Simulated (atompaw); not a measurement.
**What one change does to a pseudopotential (sulfur, PAW (atompaw))**

```
Element                 : sulfur (S)
Generator               : atompaw 4.2.0.5
Type                    : PAW
Functional              : PBE
Relativity              : non-relativistic
Frozen core             : [Ne]
Valence charge          : 6
Reference configuration : 3s2 3p3.5 (charge +0.5)
Partial waves           : 3s (bound): rc 1.40 bohr; 3s channel at 2.55 Ry: rc 1.50 bohr; 3p (bound): rc 1.50 bohr; 3p channel at 0.4 Ry: rc 1.50 bohr; 3d channel at 0.2 Ry: rc 1.25 bohr; 3d channel at 1 Ry: rc 1.50 bohr
Local potential         : bessel scheme, radius 1.25 bohr
Core correction         : smooth core density matched at 1.20 bohr
Augmentation charge     : besselshape compensation charge, radius 1.40 bohr; PAW radius 1.50 bohr; waves and projectors: custom rrkj gramschmidtortho
```

All-electron outer shells of the reference configuration (PBE, non-relativistic, ld1.x):

```csv
shell,level (eV),outermost node (bohr),outermost maximum (bohr)
3s,-22.13,0.60,1.40
3p,-11.72,0.58,1.57
```

Change: wave 3p (bound): rc 1.50 bohr becomes 3p (bound): rc 1.34 bohr.

Cutoffs: the cutoffs (Ry, on a coarse ladder) from which the occupation-weighted sum of valence levels, in a spherical-Bessel basis at the reference potential, stays within 10 and 1 mRy of its value at 400 Ry; they do not see the model core or the augmentation charge, which bear on the density cutoff.

Q: What does the change do?

A: The potential gets neither clearly harder nor softer (18 Ry and 35 Ry → 18 Ry and 40 Ry); the s channel sets the loose cutoff, while the largest relative change is in p, which becomes softer; neither file shows a bound ghost.

| quantity | base | changed |
| --- | --- | --- |
| cutoff, loose | 18 Ry | 18 Ry |
| cutoff, tight | 35 Ry | 40 Ry |
| loose cutoff by channel (10 mRy a level) | s 12 Ry, p 12 Ry | s 12 Ry, p 10 Ry |
| bound ghosts | none | none |
| s: phases at 1.50 bohr within 0.05 rad from the reference energy up to (Ry; the scan ends near 5) | to the end of the scan | to the end of the scan |
| p: phases at 1.50 bohr within 0.05 rad from the reference energy up to (Ry; the scan ends near 5) | to the end of the scan | to the end of the scan |
| d: phases at 1.50 bohr within 0.05 rad from the reference energy up to (Ry; the scan ends near 5) | to the end of the scan | to the end of the scan |
| lowest overlap eigenvalue by channel | s 0.11, p 0.77, d 0.28 | s 0.11, p 0.35, d 0.28 |

 The cutoffs see the waves, projectors and local potential, not the compensation charge or the core.
